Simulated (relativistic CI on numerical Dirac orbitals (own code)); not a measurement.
Crystal-field levels of Ir7+, 5d2

Calculated by Dirac-Coulomb-Breit CI, separate exchange-only KLI orbitals for each configuration, QED by a radiative potential, valence Slater integrals scaled by 0.85, one configuration in a parametric crystal field (own radial code).

Field parameters in Wybourne normalisation: D4h B²₀ = −7Ds, B⁴₀ = 21(Dq − Dt), B⁴₄ = 21√(5/14) Dq. The field is a parameter set, without covalency.

S is read from ⟨S²⟩ = S(S + 1).

Levels (cm⁻¹, degeneracy): 0 (1), 1013 (2), 1645 (1), 2455 (1), 10005 (2), 11248 (1), 11740 (1), 17882 (1), 18952 (1), 20661 (2), 22088 (1), 37922 (1).

Problem. Which field gives this pattern?
A. D4h, 10Dq = 42700, Ds = 1770, Dt = 210 cm⁻¹
B. D4h, 10Dq = 42700, Ds = -680, Dt = 210 cm⁻¹
C. D4h, 10Dq = 42700, Ds = 2590, Dt = 210 cm⁻¹
D. D4h, 10Dq = 42700, Ds = 1360, Dt = 210 cm⁻¹

Solution. D. D4h, 10Dq = 42700, Ds = 1360, Dt = 210 cm⁻¹, ground level with S = 0.96.
